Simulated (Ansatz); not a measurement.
`[SiH3][In]([Cl])[Cl]` + `NN[SiH3]` → `NN([SiH3])[SiH3]` + `[Cl][InH][Cl]`  (cleavage of the Si–In bond)

Isolated molecules relaxed with PBE0-D4/def2-TZVP in Ansatz; ΔE leaves out vibrations. CBS: MP2 limit from def2 TZ/QZ plus the TZ coupled-cluster correction, frozen cores. DFT in def2-TZVPP. B3LYP here is the variant with VWN-RPA as its local correlation; programs differ in this. HSE06 is defined as in plane-wave codes. Elements past krypton have def2 core potentials. For In outer-core shells are correlated without core-valence functions, which leaves a few kJ/mol of doubt a bond. Each species was taken in one conformer, which may not be the lowest.

```json
{"level": "LDA (SPW92)", "ΔE (kcal/mol)": "0.4", "difference from CCSD(T)/CBS": "2.7"}
{"level": "PBE-D4", "ΔE (kcal/mol)": "1.3", "difference from CCSD(T)/CBS": "3.6"}
{"level": "BLYP-D4", "ΔE (kcal/mol)": "-1.3", "difference from CCSD(T)/CBS": "1.0"}
{"level": "r2SCAN-D4", "ΔE (kcal/mol)": "-1.3", "difference from CCSD(T)/CBS": "1.0"}
{"level": "B97M-V", "ΔE (kcal/mol)": "-3.9", "difference from CCSD(T)/CBS": "-1.6"}
{"level": "PBE0-D4", "ΔE (kcal/mol)": "0.4", "difference from CCSD(T)/CBS": "2.7"}
{"level": "B3LYP-D4", "ΔE (kcal/mol)": "-1.6", "difference from CCSD(T)/CBS": "0.7"}
{"level": "r2SCANh-D4", "ΔE (kcal/mol)": "-1.3", "difference from CCSD(T)/CBS": "1.0"}
{"level": "r2SCAN0-D4", "ΔE (kcal/mol)": "-1.4", "difference from CCSD(T)/CBS": "0.9"}
{"level": "HSE06-D4", "ΔE (kcal/mol)": "0.5", "difference from CCSD(T)/CBS": "2.8"}
{"level": "BHLYP-D4", "ΔE (kcal/mol)": "-2.8", "difference from CCSD(T)/CBS": "-0.5"}
{"level": "CAM-B3LYP-D4", "ΔE (kcal/mol)": "-2.9", "difference from CCSD(T)/CBS": "-0.6"}
{"level": "ωB97X-V", "ΔE (kcal/mol)": "-2.5", "difference from CCSD(T)/CBS": "-0.2"}
{"level": "ωB97M-V", "ΔE (kcal/mol)": "-2.8", "difference from CCSD(T)/CBS": "-0.5"}
{"level": "B2PLYP", "ΔE (kcal/mol)": "-1.7", "difference from CCSD(T)/CBS": "0.6"}
{"level": "PBE", "ΔE (kcal/mol)": "2.4", "difference from CCSD(T)/CBS": "4.7"}
{"level": "revPBE", "ΔE (kcal/mol)": "3.1", "difference from CCSD(T)/CBS": "5.4"}
{"level": "BLYP", "ΔE (kcal/mol)": "1.0", "difference from CCSD(T)/CBS": "3.3"}
{"level": "r2SCAN", "ΔE (kcal/mol)": "-1.0", "difference from CCSD(T)/CBS": "1.3"}
{"level": "PBE0", "ΔE (kcal/mol)": "1.2", "difference from CCSD(T)/CBS": "3.5"}
{"level": "B3LYP", "ΔE (kcal/mol)": "0.0", "difference from CCSD(T)/CBS": "2.3"}
{"level": "r2SCAN0", "ΔE (kcal/mol)": "-1.1", "difference from CCSD(T)/CBS": "1.2"}
{"level": "HSE06", "ΔE (kcal/mol)": "1.2", "difference from CCSD(T)/CBS": "3.5"}
{"level": "BHLYP", "ΔE (kcal/mol)": "-1.9", "difference from CCSD(T)/CBS": "0.4"}
{"level": "LC-ωPBE", "ΔE (kcal/mol)": "-1.4", "difference from CCSD(T)/CBS": "0.9"}
{"level": "RPA@PBE/def2-TZVPP", "ΔE (kcal/mol)": "-3.8", "difference from CCSD(T)/CBS": "-1.5"}
{"level": "HF/def2-SVP", "ΔE (kcal/mol)": "-2.2", "difference from CCSD(T)/CBS": "0.1"}
{"level": "MP2/def2-SVP", "ΔE (kcal/mol)": "-3.6", "difference from CCSD(T)/CBS": "-1.3"}
{"level": "CCSD/def2-SVP", "ΔE (kcal/mol)": "-2.2", "difference from CCSD(T)/CBS": "0.1"}
{"level": "CCSD(T)/def2-SVP", "ΔE (kcal/mol)": "-2.4", "difference from CCSD(T)/CBS": "-0.1"}
{"level": "HF/def2-TZVPP", "ΔE (kcal/mol)": "-4.1", "difference from CCSD(T)/CBS": "-1.8"}
{"level": "MP2/def2-TZVPP", "ΔE (kcal/mol)": "-3.3", "difference from CCSD(T)/CBS": "-1.0"}
{"level": "CCSD/def2-TZVPP", "ΔE (kcal/mol)": "-3.0", "difference from CCSD(T)/CBS": "-0.7"}
{"level": "CCSD(T)/def2-TZVPP", "ΔE (kcal/mol)": "-3.1", "difference from CCSD(T)/CBS": "-0.8"}
{"level": "HF/def2-QZVPP", "ΔE (kcal/mol)": "-4.5", "difference from CCSD(T)/CBS": "-2.2"}
{"level": "MP2/def2-QZVPP", "ΔE (kcal/mol)": "-2.9", "difference from CCSD(T)/CBS": "-0.6"}
{"level": "SCS-MP2/def2-QZVPP", "ΔE (kcal/mol)": "-3.6", "difference from CCSD(T)/CBS": "-1.3"}
{"level": "HF/CBS(def2)", "ΔE (kcal/mol)": "-4.5", "difference from CCSD(T)/CBS": "-2.2"}
{"level": "MP2/CBS(def2)", "ΔE (kcal/mol)": "-2.4", "difference from CCSD(T)/CBS": "-0.1"}
{"level": "CCSD/CBS(def2)", "ΔE (kcal/mol)": "-2.1", "difference from CCSD(T)/CBS": "0.2"}
{"level": "CCSD(T)/CBS", "ΔE (kcal/mol)": "-2.3", "difference from CCSD(T)/CBS": "0"}
```

Largest T1 diagnostic among the species: 0.013.

From PBE to PBE0 (25 % exact exchange), in def2-TZVPP and without D4, ΔE moves by −1.1 kcal/mol. Leaving LDA and LC-ωPBE aside and taking each functional with its dispersion term where it has one, the values spread over 5.2 kcal/mol, from B97M-V to PBE-D4. LDA lies −2.0 kcal/mol from PBE without D4.
